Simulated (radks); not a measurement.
Charge is removed step by step from the 4s down level of the xenon ion Xe19+, starting from [Ar] 3d10 4s(up 1, down 1) 4p5. All-electron calculation, scalar-relativistic Kohn-Sham, r2SCAN, spin-polarised, spherical densities, finite nucleus; open shells are filled with parallel spins first (spin-orbit coupling, left out, can overturn this in heavy ions); meta-GGA in the generalised Kohn-Sham scheme; Fermi nuclear charge, rms radius 4.7859 fm. Program: a radial shooting solver on a logarithmic mesh with Libxc functionals.

removed (e)  E - E(0) (eV)  eigenvalue (eV)  E minus straight line (eV)
0                    0.000          -636.47                       0.000
0.1                 63.784          -639.65                      -1.412
0.2                 127.89          -642.82                      -2.506
0.3                 192.30          -645.97                      -3.284
0.4                 257.04          -649.12                      -3.747
0.5                 322.08          -652.24                      -3.896
0.6                 387.44          -655.36                      -3.734
0.7                 453.11          -658.45                      -3.261
0.8                 519.08          -661.52                      -2.480
0.9                 585.37          -664.58                      -1.392
1                   651.96          -667.61                       0.000

Removing the whole electron costs 651.96 eV by Delta-SCF, against 636.47 eV from minus the eigenvalue at the starting occupation. Slater's transition state (half an electron removed) gives 652.24 eV. Integrating minus the eigenvalue over the occupation (Janak's theorem) gives 652.18 eV. In this scalar-relativistic scheme the density is built from large components alone, so the theorem holds only approximately. The mean slope of the eigenvalue, de/dn, is 31.1 eV per electron.
